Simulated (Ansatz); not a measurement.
CuF, singlet, geometry from GFN2-xTB (such geometries of metal compounds can be far from the true shape); PBE0/cc-pVDZ (Ansatz, a first-principles code).

Here is a job for Ansatz.
Ansatz 0.2 input:
```yaml
crystal:
  periodic: [false, false, false]
  atoms:
    - {symbol: Cu, position_ang: [-0.00000000, -0.00000000, -0.40615773]}
    - {symbol: F, position_ang: [0.00000000, 0.00000000, 1.30873047]}
basis:
  gaussian:
    orbitals: cc-pVDZ
hamiltonian:
  xc: pbe0
```

The log (banner, timings and long lists left out):

```
Functional definition: PBE0
593 factors; integrals over basis functions are off by at most 7.3e-4 eV
mean field evaluation 1: about -47343.9637 eV, gradient 7.0e1 eV
mean field evaluation 2: about -47230.1341 eV, gradient 3.4e2 eV
mean field evaluation 4: about -47348.6899 eV, gradient 2.4e1 eV
mean field evaluation 8: about -47349.4408 eV, gradient 1.4e0 eV
mean field evaluation 16: about -47349.4427 eV, gradient 1.3e-4 eV
mean field -47349.44273422 eV, -1740.0599258774 hartree, gradient 1.2e-5 eV, S^2 0.000000; 0 other end points of the search recorded, 0 dependent functions left out
reference -47349.44276560 eV, -1740.0599270307 hartree; 19, 19 occupied and 38, 38 virtual orbitals, 593 factors
Total energy: -47349.44276560 eV, -1740.0599270307 hartree
```
